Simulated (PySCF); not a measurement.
Isomers of C7H17N, mass 115.136 u with the commonest isotopes. The calculation used PBE0/pcSseg-1 in PySCF (dipole) on a GFN2-xTB geometry, gas phase. One conformer each, none proved a minimum here; rigid rotors.

**Question.** Order these by radius of gyration √(Σ m r²/M), largest first.
A. `[CH3:1][CH2:2][CH2:3][NH:4][CH2:5][CH:6]([CH3:7])[CH3:8]` with C1–C2–C3–N4 177°, C2–C3–N4–C5 178°, C3–N4–C5–C6 -178°, N4–C5–C6–C7 -60° (isobutyl-propyl-amine)
B. `[CH3:1][CH2:2][N:3]([CH2:4][CH3:5])[CH:6]([CH3:7])[CH3:8]` with C1–C2–N3–C4 -79°, C2–N3–C4–C5 135°, C2–N3–C6–C7 -74° (diethylisopropylamine)
C. `[CH3:1][CH2:2][CH2:3][C@H:4]([CH3:5])[N:6]([CH3:7])[CH3:8]` with C1–C2–C3–C4 180°, C2–C3–C4–C5 -179°, C3–C4–N6–C7 -157° (dimethyl-2-pentylamine)

**Answer.** A (2.653 Å), C (2.190 Å), B (2.068 Å).

**Question.** Order these by rotational constant B, largest first.
A. `[CH3:1][CH:2]([CH3:3])[CH:4]([NH2:5])[CH:6]([CH3:7])[CH3:8]` with C1–C2–C4–N5 62°, C2–C4–N5–H 58° and -62°, C2–C4–C6–C7 -53°
B. `[CH3:1][CH2:2][CH2:3][C@H:4]([CH3:5])[N:6]([CH3:7])[CH3:8]` with C1–C2–C3–C4 180°, C2–C3–C4–C5 -179°, C3–C4–N6–C7 -157°
C. `[CH3:1][CH2:2][N:3]([CH2:4][CH3:5])[CH:6]([CH3:7])[CH3:8]` with C1–C2–N3–C4 -79°, C2–N3–C4–C5 135°, C2–N3–C6–C7 -74° (diethylisopropylamine)
D. `[CH3:1][CH2:2][CH2:3][NH:4][CH2:5][CH:6]([CH3:7])[CH3:8]` with C1–C2–C3–N4 177°, C2–C3–N4–C5 178°, C3–N4–C5–C6 -178°, N4–C5–C6–C7 -60°

**Answer.** C (1585 MHz), A (1359 MHz), B (1157 MHz), D (679.0 MHz).

**Question.** Order these by dipole moment, smallest first.
A. `[CH3:1][CH2:2][N:3]([CH2:4][CH3:5])[CH:6]([CH3:7])[CH3:8]` with C1–C2–N3–C4 -79°, C2–N3–C4–C5 135°, C2–N3–C6–C7 -74°
B. `[CH3:1][CH:2]([CH3:3])[CH:4]([NH2:5])[CH:6]([CH3:7])[CH3:8]` with C1–C2–C4–N5 62°, C2–C4–N5–H 58° and -62°, C2–C4–C6–C7 -53°
C. `[CH3:1][CH2:2][CH2:3][NH:4][CH2:5][CH:6]([CH3:7])[CH3:8]` with C1–C2–C3–N4 177°, C2–C3–N4–C5 178°, C3–N4–C5–C6 -178°, N4–C5–C6–C7 -60°

**Answer.** A (0.63 D), C (0.95 D), B (1.33 D).

```csv
SMILES,point group,Ia (u·Å²),Ib (u·Å²),Ic (u·Å²),κ,μa (D),μb (D),μc (D)
CCN(CC)C(C)C,C1,246.00,318.86,419.75,-0.10,0.29,0.06,0.55
CC(C)C(N)C(C)C,C1,179.25,371.89,439.84,-0.75,1.17,0.58,0.21
CCCNCC(C)C,C1,85.19,744.27,791.87,-0.98,0.23,0.69,0.61
CCC[C@H](C)N(C)C,C1,173.51,436.86,493.91,-0.86,0.59,0.32,0.03
```
